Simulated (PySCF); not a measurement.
but-1-yne (C4H6), SMILES C#CCC. Atoms are numbered in the order given.

```xyz
10

C     -0.2629    -1.9673     0.0000
C      0.1616    -0.8327     0.0000
C      0.6455     0.5478     0.0000
C     -0.4844     1.5885     0.0000
H     -0.6329    -2.9748     0.0000
H      1.2941     0.6993     0.8810
H      1.2941     0.6993    -0.8810
H     -0.0693     2.6082     0.0000
H     -1.1227     1.4752    -0.8894
H     -1.1227     1.4752     0.8894
```

Geometry: B3LYP-D3(BJ)/def2-SVP.

Computed with ωB97X/def2-TZVP (PySCF).

Symmetry labels are those of the subgroup Cs that the program uses (full group Cs).

Computed valence orbital energies around the gap with their symmetry:
| orbital | symmetry | energy (eV) |
|---|---|---|
| HOMO−7 | A' | -17.41 |
| HOMO−6 | A' | -15.79 |
| HOMO−5 | A" | -15.60 |
| HOMO−4 | A' | -13.91 |
| HOMO−3 | A' | -13.03 |
| HOMO−2 | A" | -12.81 |
| HOMO−1 | A' | -10.11 |
| HOMO | A" | -10.06 |
| LUMO | A' | 2.98 |
| LUMO+1 | A" | 3.42 |
| LUMO+2 | A' | 3.78 |
| LUMO+3 | A' | 4.48 |
